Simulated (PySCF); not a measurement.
C3H10OSi.
Z-matrix (Å and degrees, PBE0-D3(BJ)/def2-SVP geometry), rows numbered from 1:
```
C 
O   1  1.3934
C   2  1.4028  1  113.69
Si  3  1.8975  2  107.62  1   179.66
C   4  1.8748  3  109.38  2    55.13
H   1  1.1084  2  111.89  3   -60.37
H   1  1.1086  2  111.88  3    60.66
H   1  1.0994  2  108.07  3  -179.86
H   3  1.1112  2  111.54  1    58.31
H   3  1.1121  2  111.31  1   -59.83
H   4  1.4956  3  109.05  2   -66.02
H   4  1.4989  3  107.97  2   176.64
H   5  1.1009  4  110.82  3    64.11
H   5  1.1006  4  108.98  3   -54.69
H   5  1.1003  4  111.89  3  -174.90
```

The calculation used core-valence-separated Tamm–Dancoff BHandHLYP/aug-pcX-1 (pcseg-1 on H, def2-SVPD on Si) in PySCF, non-relativistic, gas phase, PBE0-D3(BJ)/def2-SVP geometry. No empirical shift is added; at this level the pattern usually sits a few eV under experiment.

(1) Give energies, oscillator strengths and core holes at the C K edge.

(2) List the oxygen K-edge absorption lines.

Results:

(1) 
| E (eV) | f | core hole on | main final orbital |
| --- | --- | --- | --- |
| 285.05 | 0.0022 | C5 | LUMO+1 (74 %) |
| 285.75 | 0.0289 | C5 | spread |
| 286.00 | 0.0275 | C5 | spread |
| 286.19 | 0.0234 | C5 | spread |
| 286.25 | 0.0315 | C3 | spread |
| 286.52 | 0.0268 | C1 | LUMO (58 %) |
| 286.66 | 0.0163 | C5 | spread |
| 286.81 | 0.0025 | C5 | spread |
| 286.85 | 0.0085 | C3 | spread |
| 286.98 | 0.0001 | C5 | spread |
| 287.09 | 0.0352 | C3 | LUMO+3 (35 %) |
| 287.15 | 0.0076 | C1 | spread |
| 287.17 | 0.0006 | C5 | LUMO+12 (44 %) |
| 287.26 | 0.0008 | C5 | spread |

The first line with a tenth or more of the strongest one's intensity is at 285.75 eV (f = 0.029), with the hole on C5 (Si-methyl carbon). The strongest listed is at 287.09 eV (f = 0.035; C3).

(2) 
```tsv
E (eV)	f	core hole on	main final orbital
533.45	0.0106	O2	spread
533.95	0.0079	O2	LUMO (85 %)
534.31	0.0236	O2	LUMO+2 (58 %)
534.78	0.0014	O2	LUMO+1 (46 %)
534.88	0.0035	O2	LUMO+3 (38 %)
535.22	0.0040	O2	LUMO+4 (33 %)
535.49	0.0066	O2	LUMO+8 (39 %)
```

The first line with a tenth or more of the strongest one's intensity is at 533.45 eV (f = 0.011), with the hole on O2 (ether oxygen). The strongest listed is at 534.31 eV (f = 0.024; O2).

Roots within 0.03 eV whose holes lie on the same, on equivalent or on shared atoms are summed into one line, and the highest roots are left out, as the search may have cut off their partners. Final orbitals are the ground state's empty Kohn–Sham orbitals.

Task: What are the wavelength and the wavenumber of the 285.75 eV line?

Result: λ = 12398.42 eV Å/285.75 eV = 43.389 Å; 2.3047 × 10⁶ cm⁻¹.

The list ends where the root search ended, not at a threshold.

Cost: about 40 s of CPU time on one thread; the machine was shared, so the figure is rough.

One conformer stands for the species.
